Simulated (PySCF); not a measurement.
C₆H₃F₃.
Structure used (PBE0-D3(BJ)/def2-SVP), in Å, numbered top down from 1:
```xyz
12
C6H3F3 angstrom
F     -0.7549    2.5560   -0.3620
C     -0.4159    1.2871   -0.1837
C     -1.3763    0.3331    0.1273
C     -0.9855   -0.9921    0.3087
C      0.3516   -1.3639    0.1826
C      1.2979   -0.3961   -0.1290
F      2.5775   -0.7171   -0.2559
C      0.9272    0.9354   -0.3160
F      1.8347    1.8495   -0.6149
H     -2.4165    0.6483    0.2218
H     -1.7349   -1.7473    0.5527
H      0.6820   -2.3945    0.3206
```

The closed-shell ground state was solved at several levels (PySCF, density fitting, gas phase, non-relativistic).

```
              level  basis functions  total energy (Eh)  HOMO (eV)  LUMO (eV)  gap (eV)  dipole (D)
CAM-B3LYP/def2-SVPD              213          -529.3905      -8.93       0.33      9.26        3.02
        B3LYP/pcJ-1              273          -529.9519      -7.37      -0.86      6.51        2.79
      PBE0/pcSseg-1              168          -529.3434      -7.61      -0.67      6.94        2.75
```

What might B3LYP/pcSseg-2 (366 basis functions) give for the same quantities?

Total energy -530.1678 Eh, HOMO -7.37 eV, LUMO -0.88 eV, gap 6.49 eV, dipole 2.79 D.

Over all these levels, which gives the widest orbital gap and which the narrowest?

CAM-B3LYP/def2-SVPD (range-separated hybrid) has the widest, 9.26 eV, and B3LYP/pcSseg-2 (global hybrid, 20 % exact exchange) the narrowest, 6.49 eV. Functional and basis both differ between the two, so the spread mixes both effects.

How far do the dipole and the HOMO energy spread over the levels?

The dipole runs from 2.75 to 3.02 D (mean 2.84 D) and the HOMO from -8.93 to -7.37 eV.
